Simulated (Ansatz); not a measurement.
SrSe₂⁻. The state is a doublet with charge -1. Geometry relaxed at PBE-D4/def2-TZVPD.

```tsv
atom	x (Å)	y (Å)	z (Å)
Sr1	0.012	-0.006	0.003
Se2	0.644	2.179	1.526
Se3	-0.656	-2.173	-1.529
```

In the def2 sets Sr takes a core potential; there is no spin–orbit coupling. The relaxation made no stability test and no search for a lower SCF solution. The structure comes from a short search, and lower isomers may exist.

Estimate the harmonic wavenumbers at UKS PBE-D4/def2-TZVPD (Ansatz, unscaled). Is this a minimum?

38, 38, 156, 238 cm⁻¹. Yes, no mode is imaginary beyond noise. Zero-point energy 2.8 kJ/mol. Hardware: 4 threads of Arm Neoverse V2 on a shared host. Wall time 22 s.
